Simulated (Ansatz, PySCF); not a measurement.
Reaction (SMILES): ClBr -> Cl atom + Br atom (the Br-Cl bond at the site shown breaks; other sites are not compared here)
Structures are relaxed separately at B3LYP-D3(BJ)/def2-TZVP in Ansatz (a first-principles code).

Wanted: bond dissociation energy (enthalpy at 298 K, with B3LYP-D3(BJ) rigid-rotor harmonic-oscillator terms from PySCF), in kcal/mol. Cores are frozen in the correlated levels unless marked. Open shells are spin-unrestricted. No spin-orbit coupling. Frozen are the shells of the preceding noble gas and the d and f shells that filled before the atom's block. No relativistic terms. CBS(X,Y): correlation extrapolated as X^-3; Hartree-Fock from the larger set.

```csv
level,program,bond dissociation energy (kcal/mol)
TPSS-D4/def2-TZVPD,PySCF + dftd4,59.7
B97M-V/def2-TZVPD,Ansatz,56.4
PBE0-D3(BJ)/def2-TZVP,Ansatz + dftd3,(withheld)
BHLYP-D4/def2-TZVPD,Ansatz + dftd4,46.4
r2SCANh/def2-TZVPD,Ansatz,(withheld)
HSE06-D4/def2-TZVPD,Ansatz + dftd4,(withheld)
LC-wPBE/def2-TZVPD,Ansatz,(withheld)
wB97X/def2-TZVPD,Ansatz,52.9
B2GP-PLYP-D3(BJ)/def2-TZVPD,Ansatz + dftd3,52.5
PBE-QIDH/def2-TZVPD,Ansatz,53.2
SCS-MP2/6-31G*,Ansatz,40.2
"CCSD(T)/CBS(def2-TZVPPD,def2-QZVPPD)",Ansatz,55.6
```

Question: Fill in the missing entries.

Answer: 
- PBE0-D3(BJ)/def2-TZVP, bond dissociation energy (kcal/mol): 56.3
- r2SCANh/def2-TZVPD, bond dissociation energy (kcal/mol): 54.6
- HSE06-D4/def2-TZVPD, bond dissociation energy (kcal/mol): 56.9
- LC-wPBE/def2-TZVPD, bond dissociation energy (kcal/mol): 50.0
